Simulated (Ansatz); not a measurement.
System: borotrithioic acid, BH₃S₃, charge 0, multiplicity 1. SMILES: SB(S)S
Geometry: optimised at B3LYP-D3(BJ)/def2-TZVP (Ansatz, a first-principles code).

Quantity: vertical triplet-singlet gap, E(triplet) - E(singlet), in eV. Terms: 6-311+G** with 5d, 6d on Na to Ar in Ansatz; each state is the SCF solution reached for its charge and spin; open shells spin-unrestricted; six Cartesian d functions in 6-31G* and its kin unless marked 5d; dispersion terms only where a functional's name holds one; spin-orbit terms left out; non-relativistic; valence correlation only. CBS marks a two-point X^-3 extrapolation of the correlation energy; Hartree-Fock from the larger set. [CCSD(T)-MP2]/basis is that difference in the basis named. First-principles rows: single points at B3LYP-D3(BJ) geometries (Ansatz). Levels can end on unlike triplets.

Coupled cluster (Ansatz) is a level with limits of its own, used here on species with T1 under 0.025 (0.045 for open shells) and stable references: RI-MP2/CBS(aug-cc-pV(T+d)Z,aug-cc-pV(Q+d)Z)+[CCSD(T)-MP2]/aug-cc-pV(T+d)Z.

Value to compare with, RI-MP2/CBS(aug-cc-pV(T+d)Z,aug-cc-pV(Q+d)Z)+[CCSD(T)-MP2]/aug-cc-pV(T+d)Z (Ansatz): 5.29 eV.

```csv
level,program,"vertical triplet-singlet gap, E(triplet) - E(singlet) (eV)",difference
B3LYP/STO-3G,Ansatz,5.55,0.26
B3LYP/3-21G,Ansatz,5.14,-0.15
B3LYP/6-31G*,Ansatz,4.99,-0.30
B3LYP/6-311+G**,Ansatz,4.93,-0.36
B3LYP/def2-TZVPD,Ansatz,4.78,-0.51
```

Among the 4 habitual levels, B3LYP/6-311+G** lies farthest from RI-MP2/CBS(aug-cc-pV(T+d)Z,aug-cc-pV(Q+d)Z)+[CCSD(T)-MP2]/aug-cc-pV(T+d)Z (Ansatz) (-0.36 eV) and B3LYP/3-21G nearest (-0.15); 1 of 4 lie above it, and their mean absolute difference is 0.27 eV, the median 0.28. One case shows no general order.

The sets are all those run for this method; left out are runs that failed, that the program found above a lower state of the same kind, or whose <S^2> lies over 0.5 above the pure value.
